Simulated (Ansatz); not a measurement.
Steps of a relaxation of C4N4Si, SMILES `N#C[Si](C#N)(C#N)C#N` with RKS PBE0-D4/def2-TZVP.

```sh
$ ansatz run in.yaml --threads 2 --pin off --events-out ev --progress --plain --max-ram 32768MiB --backend cuda --devices 0, --max-vram 18GiB
```

```yaml
crystal:
  periodic: [false, false, false]
  atoms:
    - {symbol: N, position_ang: [2.232750, -1.963720, -0.470700]}
    - {symbol: C, position_ang: [1.384720, -1.218230, -0.292020]}
    - {symbol: Si, position_ang: [0.000250, -0.004730, 0.001290]}
    - {symbol: C, position_ang: [-1.118970, 0.032520, -1.489320]}
    - {symbol: N, position_ang: [-1.803520, 0.059770, -2.404560]}
    - {symbol: C, position_ang: [0.713810, 1.696430, 0.277140]}
    - {symbol: N, position_ang: [1.144610, 2.741730, 0.447100]}
    - {symbol: C, position_ang: [-0.977870, -0.516200, 1.503780]}
    - {symbol: N, position_ang: [-1.575780, -0.827580, 2.427290]}
basis:
  gaussian: {orbitals: def2-TZVP}
hamiltonian: {xc: pbe0, dispersion: d4}
relax: {f_tol: 0.005, max_steps: 150}
```

Positions (Å) and forces (eV/Å) along the path, 5 of 5 steps:

```xyz
9
step=1 energy=-17972.1137 eV
N     2.233   -1.964   -0.471    0.728   -0.636   -0.155
C     1.385   -1.218   -0.292   -1.427    1.237    0.312
Si    0.000   -0.005    0.001    0.008    0.039   -0.014
C    -1.119    0.033   -1.489    1.139   -0.044    1.524
N    -1.804    0.060   -2.405   -0.581    0.020   -0.775
C     0.714    1.696    0.277   -0.732   -1.743   -0.277
N     1.145    2.742    0.447    0.368    0.878    0.142
C    -0.978   -0.516    1.504    0.997    0.508   -1.523
N    -1.576   -0.828    2.427   -0.500   -0.260    0.767
9
step=2 energy=-17972.1990 eV
N     2.216   -1.953   -0.465   -0.053    0.048    0.011
C     1.363   -1.200   -0.286   -0.212    0.184    0.046
Si    0.000   -0.001    0.000    0.004    0.008   -0.002
C    -1.104    0.032   -1.469    0.176    0.001    0.229
N    -1.795    0.057   -2.390    0.042   -0.005    0.059
C     0.704    1.674    0.274   -0.122   -0.268   -0.044
N     1.140    2.726    0.446   -0.022   -0.067   -0.011
C    -0.962   -0.509    1.480    0.153    0.082   -0.229
N    -1.564   -0.825    2.410    0.036    0.018   -0.059
9
step=3 energy=-17972.2026 eV
N     2.197   -1.933   -0.460    0.446   -0.392   -0.094
C     1.347   -1.185   -0.282   -0.327    0.287    0.069
Si    0.000   -0.001    0.000    0.001    0.000    0.000
C    -1.091    0.032   -1.451    0.266   -0.006    0.352
N    -1.779    0.054   -2.367   -0.361    0.010   -0.479
C     0.696    1.655    0.270   -0.172   -0.401   -0.066
N     1.132    2.701    0.442    0.231    0.546    0.089
C    -0.951   -0.503    1.462    0.231    0.123   -0.354
N    -1.551   -0.819    2.387   -0.315   -0.166    0.483
9
step=4 energy=-17972.2104 eV
N     2.205   -1.941   -0.462    0.002   -0.001   -0.001
C     1.352   -1.190   -0.284   -0.002    0.000    0.001
Si    0.000   -0.001    0.000    0.001   -0.002    0.000
C    -1.095    0.032   -1.456    0.002    0.003    0.000
N    -1.786    0.055   -2.376   -0.002   -0.002   -0.002
C     0.698    1.660    0.271   -0.005    0.001    0.000
N     1.136    2.711    0.443    0.004    0.001    0.000
C    -0.954   -0.505    1.468    0.002    0.002    0.000
N    -1.556   -0.822    2.396   -0.002   -0.002    0.001
9
step=5 energy=-17972.2104 eV
N     2.205   -1.941   -0.462    0.000    0.000    0.000
C     1.352   -1.190   -0.283    0.000   -0.001    0.001
Si    0.000   -0.001    0.000    0.001   -0.002   -0.001
C    -1.095    0.032   -1.456    0.001    0.003   -0.001
N    -1.786    0.055   -2.376   -0.001   -0.002    0.000
C     0.699    1.660    0.271   -0.004    0.002    0.001
N     1.136    2.711    0.443    0.003   -0.001    0.000
C    -0.954   -0.505    1.468    0.001    0.002    0.001
N    -1.556   -0.822    2.396   -0.001   -0.001   -0.001
```

Hardware: 2 threads of an AMD EPYC 7R13 on a shared host and a share of an NVIDIA H100 80 GB. Wall time 29 s, peak host memory 0.91 GiB.
